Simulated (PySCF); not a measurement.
**How methods differ on the excitation energy of Co(2+)**

Co(2+) [Ar] 3d7 (4F) → Co(2+) [Ar] 3d6 4p1 (high-spin determinant), as a difference of total energies. Calculation: PySCF 2.14, in def2-TZVPPD; no relativity, point nucleus. Correlated levels: valence: [Ar] frozen; valence and next inner shell: [Ne] frozen. The calculations carry no spin-orbit coupling.

```tsv
method	excitation energy (cm⁻¹)
UHF	88452
LDA	101010
PBE	100160
PBE0	99168
r2SCAN	99212
revPBE	100090
wB97M-V	102100
M06-2X	98144
MN15	98779
MP2 (valence)	99969
SCS-MP2 (valence)	102110
MP2 (valence and next inner shell)	101970
SCS-MP2 (valence and next inner shell)	102620
```

A first-order spin-orbit estimate (lowest level to lowest level, LS coupling) adds 0.065 eV.

The determinant of the upper state mixes LS terms, which raises its energy above the lowest term, most at the Hartree-Fock and MP2 levels.
